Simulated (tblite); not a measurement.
Species: C3H8NOSi (doublet state).
SMILES with atom numbers: `[CH2:1][O:2][SiH2:3]/[CH:4]=[N:5]/[CH3:6]` (hydrogens: H7, H8 on C1; H9, H10 on Si3; H11 on C4; H12, H13, H14 on C6)

Geometry (GFN2-xTB, Å), atoms numbered from 1 in this order:
```
atom  x, y, z in Å
C1    -3.304    0.070    0.415
O2    -1.982    0.048    0.312
Si3   -0.953   -0.037   -0.961
C4     0.680   -0.003   -0.032
N5     1.769   -0.050   -0.660
C6     3.014   -0.024    0.040
H7    -3.924    0.025   -0.459
H8    -3.713    0.131    1.404
H9    -1.173   -1.274   -1.718
H10   -1.143    1.109   -1.856
H11    0.666    0.060    1.071
H12    3.569   -0.926   -0.220
H13    3.588    0.831   -0.321
H14    2.906    0.040    1.132
```

All values are computed: GFN2-xTB (tblite) harmonic vibrations without scaling, gas phase. The method is semi-empirical: single wavenumbers can be off by several per cent or more. Modes of hydrogen on silicon can be 10 to 20 % off. One conformer, not necessarily the lowest. Open shells enter through the occupations alone, without spin polarisation, and single modes of such species can be off by tens of per cent.

Harmonic wavenumbers (cm⁻¹): 51.2, 94.2, 122.5, 189.3, 202.1, 231.2, 232.6, 272.8, 274.0, 414.4, 497.9, 568.7, 720.6, 739.5, 804.5, 820.9, 851.2, 1036.7, 1077.8, 1085.4, 1131.3, 1277.7, 1311.0, 1380.8, 1385.4, 1456.6, 1470.8, 1711.0, 2194.0, 2239.7, 2761.5, 2868.1, 2980.0, 2996.4, 3113.1, 3159.7.

A = 11712, B = 1143, C = 1060 MHz; mass 102.038 u (most abundant isotopes); point group Cs, symmetry number 1; spin multiplicity 2.

Task: What is the zero-point energy?

Result: Half the sum of the wavenumbers: 21862 cm⁻¹ = 261.53 kJ/mol.

Task: What is S at 298.15 K and 1 bar for an ideal gas of classical rigid rotors and harmonic oscillators?

Result: Translation 166.54, rotation 115.13, vibration 109.69, spin (R ln 2) 5.76: S = 397.1 J/(mol K).

Task: And Cp and H(298.15 K) − H(0)?

Result: Cp = 140.70 J/(mol K), of which vibrations give 107.44 (their classical limit is 36 R = 299.3); H(298.15 K) − H(0) = 27.29 kJ/mol without the zero-point energy, 17.37 from vibrations.

Task: Which modes carry the vibrational entropy at 298.15 K?

Result: 51.2 cm⁻¹: 19.96; 94.2 cm⁻¹: 14.94; 122.5 cm⁻¹: 12.81; 189.3 cm⁻¹: 9.35; 202.1 cm⁻¹: 8.84; 231.2 cm⁻¹: 7.82 J/(mol K); the other 30 give 35.97 together.

Task: What must be added to the electronic energy to get the Gibbs energy at 298.15 K and 1 bar?

Result: ZPE + [H(298.15 K) − H(0)] − T·S = 261.53 + 27.29 − 118.40 = 170.42 kJ/mol.

Task: Blend soft modes into free rotors: weight 1/[1 + (100 cm⁻¹/ν̃)⁴] for the oscillator and the rest for a rotor with moment μB/(μ + B), μ = h/(8π²ν), B = 10⁻⁴⁴ kg m². What vibrational entropy results?

Result: 102.84 J/(mol K) in place of 109.69, which changes −T·S at 298.15 K by +2.04 kJ/mol.

Hindered rotation and anharmonicity are outside this model. Other conformers, if any are populated, would add a mixing term that is left out.

Hardware: one thread of an Arm Neoverse V1, no GPU, shared host with 32 logical CPUs at a one-minute load of 31. Cost: 0.36 s wall. This covers the Hessian and the dipole derivatives.
